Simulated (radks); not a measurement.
Task: These are the eigenvalues of the occupied orbitals of an atom or ion with whole-number occupations (eV). Calculated with a radial shooting solver on a logarithmic mesh with Libxc functionals: scalar-relativistic Kohn-Sham, AM05, spin-polarised, spherical densities, point nucleus.

orbital  eigenvalue
1s down   -76112.05
1s up     -76112.05
2s up     -13342.14
2s down   -13341.88
2p up     -11596.99
2p down   -11596.77
3s up     -3144.475
3s down   -3144.348
3p up     -2634.355
3p down   -2634.219
3d up     -2072.770
3d down   -2072.567
4s up     -695.1589
4s down   -694.8974
4p up     -527.8317
4p down   -527.5766
4d up     -322.5115
4d down   -322.2072
5s up     -130.4439
5s down   -128.4471
4f up      -94.1679
4f down    -93.6864
5p up      -87.1054
5p down    -84.6039
5d up      -38.1127
5d down    -35.1513

Which element is it, and in what charge state? The configuration may be excited. Open shells, if any, are filled with parallel spins first.

Result: Z = 77, iridium, charge +3: Ir3+ in [Xe] 4f14 5d6. The list shows which subshells hold electrons but not how many an open one holds; the 1s level, -2797.1 hartree, gives Z - s = 74.8 by -(Z - s)^2/2, which with screening and relativity narrows Z to a few neighbours, and the depths of the outer levels then fix element, charge and occupations together.
